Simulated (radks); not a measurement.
Exchange energies: the exact (Fock) value of the Kohn-Sham orbitals and density-functional approximations, in hartree. Species: Sn2+ [Kr] 4d10 5s2; Ru3+ [Kr] 4d5. Method: non-relativistic Kohn-Sham, r2SCAN, spin-polarised, spherical densities, point nucleus; meta-GGA in the generalised Kohn-Sham scheme; computed with a radial shooting solver on a logarithmic mesh with Libxc functionals. Every spin shell is full or empty, so the densities are truly spherical. Functionals are evaluated on that one density, not self-consistently.

| functional | Sn2+ | Ru3+ |
|---|---|---|
| exact | -158.303 | -128.402 |
| LDA | -150.60 | -121.73 |
| PBE | -157.62 | -127.78 |
| PBEsol | -154.71 | -125.28 |
| revPBE | -157.85 | -127.99 |
| RPBE | -157.93 | -128.06 |
| AM05 | -151.13 | -122.23 |
| SOGGA | -154.69 | -125.26 |
| B86b | -158.29 | -128.35 |
| G96 | -158.84 | -128.77 |
| EV93 | -157.86 | -128.10 |
| APBE | -158.79 | -128.77 |
| r2SCAN | -158.15 | -128.28 |
| MS2 | -157.38 | -127.68 |
